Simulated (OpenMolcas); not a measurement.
Nb4+ among 6 point charges of -1.7 e arranged as an octahedron (Oh).

| Property | Result |
| --- | --- |
| Program | OpenMolcas |
| Method | CASSCF |
| Basis | ANO-RCC-VDZP [6s5p3d1f] |
| Scalar Hamiltonian | DKH2, point nucleus |
| Active space | 1 electron in 5 orbitals (4d) |
| State averaging | 2S+1 = 2 even, 5 roots |
| Spin-orbit coupling | state interaction with AMFI integrals over the reference wave functions |

All point charges move together. At R = 1.85 Å |10Dq| is 18182 cm-1, and at R = 2.11 Å it is 9676 cm-1.

Task: A third run gives 13755 cm-1. What distance was it run at?

Result: With a power law R^-n the two known points give n = -ln(9676 / 18182) / ln(2.11 / 1.85) = 4.80. Then R = 1.85 × (18182 / 13755)^(1/4.80) = 1.961 Å. The run was at 1.96 Å, so the estimate is off by +0.001 Å.

An orbital triplet at a regular site is open to Jahn-Teller coupling, which can distort the site and quench the lowest spin-orbit gaps and is left out. This field is weak: 10Dq is about 13755 cm-1, while octahedral complexes of 4d ions of charge 3 and more, computed by the same method with explicit ligands, had a median near 25000 cm-1. Ground spin and moment need not be those of a real site (figures for R = 1.96; the like holds for R = 2.11). Point charges carry no covalency, so the field is a model and not that of real ligands. No measured value stands beside these numbers.
